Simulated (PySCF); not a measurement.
**Two-component Hartree-Fock for Pr²⁴⁺ (praseodymium, charge +24)**

Start: [Ar] 3d10 4s2 4p5; 4p1/2 filled at m_j = +1/2; 4p3/2 filled at m_j = -3/2, -1/2, +1/2, +3/2. Calculated with PySCF 2.14 in an uncontracted even-tempered set (17 s from 1.8 bohr⁻², ratio 2.8; 14 p from 2.3 bohr⁻², ratio 2.8; 9 d from 4.2 bohr⁻², ratio 2.8; 4 f from 13 bohr⁻², ratio 3): generalised Hartree-Fock with the X2C-1e Hamiltonian and a Gaussian nucleus; one run each with spin-orbit coupling (SO) screened by Boettger's factors, then bare. This is a chosen level, not necessarily the ground level.

| spinor shell | electrons | ε, screened SO (eV) | ε, bare SO (eV) | weight of nominal j (bare SO) | rms radius, bare SO (bohr) |
| --- | --- | --- | --- | --- | --- |
| 1s1/2 | 2 | -42934.7 | -42934.3 | 1.000 | 0.0275 |
| 2s1/2 | 2 | -7639.1 | -7638.9 | 1.000 | 0.111 |
| 2p1/2 | 2 | -7247.1 | -7260.4 | 1.000 | 0.0956 |
| 2p3/2 | 4 | -6761.4 | -6756.3 | 1.000 | 0.102 |
| 3s1/2 | 2 | -2242.3 | -2242.3 | 1.000 | 0.287 |
| 3p1/2 | 2 | -2074.6 | -2077.3 | 1.000 | 0.278 |
| 3p3/2 | 4 | -1975.2 | -1974.2 | 1.000 | 0.290 |
| 3d3/2 | 4 | -1688.7 | -1691.5 | 1.000 | 0.261 |
| 3d5/2 | 6 | -1667.5 | -1665.8 | 1.000 | 0.265 |
| 4s1/2 | 2 | -938.07 | -938.07 | 0.999 | 0.612 |
| 4p1/2 | 1 | -870.03 | -870.80 | 1.000 | 0.622 |
| 4p3/2 | 4 | -839.12 | -838.84 | 1.000 | 0.646 |

```
   quantity  screened SO      bare SO
E (hartree)  -8972.58036  -8972.89614
        M_J          1/2          1/2
       ⟨J²⟩        0.752        0.752
       ⟨L²⟩        2.030        2.032
       ⟨S²⟩        0.776        0.778
```

Each row is a mean over spinors that exchange with the open shell spreads, by up to 4.508 eV (3p1/2).

Breit and QED terms are absent; they matter most for the inner s and p1/2 levels.

Densities and radii are taken from the X2C orbitals without a picture-change correction, which distorts them close to the nucleus.
